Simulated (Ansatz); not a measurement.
Cu₄ (the lowest singlet isomer of a short search) was relaxed with PBE-D4 (def2-SVP) in Ansatz in these states: neutral singlet, neutral triplet. The geometries follow in no particular order.

A:

Cartesian coordinates in Å:
```
Cu -0.963 -0.706 0.423
Cu 0.963 0.706 -0.423
Cu 0.416 -1.354 -1.313
Cu -0.417 1.354 1.313
```

B:

Cartesian coordinates in Å:
```
Cu -1.006 -0.273 -0.454
Cu 1.006 0.273 0.454
Cu -0.928 1.371 1.234
Cu 0.928 -1.371 -1.234
```

Question: Judge from the bond lengths which geometry belongs to which state (an estimate).

Answer: A is the neutral triplet (Cu1–Cu2 2.533 Å, Cu1–Cu3 2.310 Å, Cu1–Cu4 2.310 Å); B is the neutral singlet (Cu1–Cu2 2.274 Å, Cu1–Cu3 2.357 Å, Cu1–Cu4 2.357 Å).

At PBE0-D4/def2-TZVP a singlet lies 0.68 eV below the neutral triplet. These are the stationary points nearest to one start from a short search; other shapes may lie lower in each state.
